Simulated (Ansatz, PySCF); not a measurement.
This triplet is an excited state, 1.90 eV above the relaxed singlet at the level composite: frozen-core CCSD(T) with HF/cc-pVQZ and the correlation energy extrapolated as X^-3 from cc-pVTZ and cc-pVQZ, plus CCSDT(Q) minus CCSD(T) in cc-pVDZ // B3LYP-D3(BJ)/def2-TZVP (Ansatz, a first-principles code).

B3LYP has the VWN-RPA correlation part, as in Gaussian. 

```xyz
3

F      1.4310    -0.2679     0.0000
Ge    -0.0920     0.6147     0.0000
H     -1.3390    -0.3468     0.0000
```

Charge 0, multiplicity 3.

Give the Mulliken and meta-Löwdin atomic charges from B3LYP-D3(BJ)/def2-TZVP in PySCF 2.14.0.


```json
[
 {"atom": "F1", "Mulliken (e)": "-0.35", "meta-Löwdin (e)": "-0.46"},
 {"atom": "Ge2", "Mulliken (e)": "0.29", "meta-Löwdin (e)": "0.45"},
 {"atom": "H3", "Mulliken (e)": "0.07", "meta-Löwdin (e)": "0.02"}
]
```
